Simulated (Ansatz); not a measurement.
```xyz
16

C    -0.7175   -0.7175   -0.7175
C    -0.7175   -0.7175    0.7175
C    -0.7175    0.7175   -0.7175
C    -0.7175    0.7175    0.7175
C     0.7175   -0.7175   -0.7175
C     0.7175   -0.7175    0.7175
C     0.7175    0.7175   -0.7175
C     0.7175    0.7175    0.7175
H    -1.3008   -1.3008   -1.3008
H    -1.3008   -1.3008    1.3008
H    -1.3008    1.3008   -1.3008
H    -1.3008    1.3008    1.3008
H     1.3008   -1.3008   -1.3008
H     1.3008   -1.3008    1.3008
H     1.3008    1.3008   -1.3008
H     1.3008    1.3008    1.3008
```

Basis set: 6-31G* (spherical functions). Left uncorrelated: 8 orbitals. Charge 0, multiplicity 1.

Computed with Ansatz (development build ahead of 0.2.0); each method stands on the lowest determinant of its kind that the runs found. Restricted open shells among the atoms or ions are ROHF, correlated in semicanonical orbitals with singles.

Question: Give the atomization energy at this shape (free ground-state atoms in the same class of orbitals less the molecule, no zero-point energy) of singlet C8H8 by RHF-MP2, RHF.

Answer:

| method | atomization energy |
| --- | --- |
| RHF-MP2 | 65.32 eV |
| RHF | 50.04 eV |

Caution: no unrestricted run beside it, a lower state can exist; the shape is not the minimum.
